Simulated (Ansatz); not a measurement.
Basis-set extrapolation for `CBOC(C)=O` (PBE0-D4/def2-TZVP geometry, frozen core, Ansatz). Multiplicity 1, RHF reference.

```json
{"": "HF", "def2-TZVPP": "-292.278761", "def2-QZVPP": "-292.292424"}
{"": "MP2 correlation", "def2-TZVPP": "-1.061116", "def2-QZVPP": "-1.136882"}
{"": "CCSD(T) correlation", "def2-TZVPP": "-1.143490", "def2-QZVPP": "not run"}
```

Energies in hartree. Use E(X) = E(∞) + A·exp(−7.88·√X) for Hartree–Fock and E(X) = E(∞) + B·X^(−2.97) for correlation, with X = 3 and 4, and add CCSD(T) minus MP2 of the smaller set to the MP2 limit.

What is the CCSD(T) energy at the basis-set limit?

HF limit: -292.292424 + (-0.013663) × 0.13774 = -292.29431. MP2 limit: -1.136882 + (-0.075766) × 0.74074 = -1.19300. Higher-order term: -1.143490 − (-1.061116) = -0.08237. Total: -293.56968 hartree, 387.1 kJ/mol below CCSD(T)/def2-TZVPP.
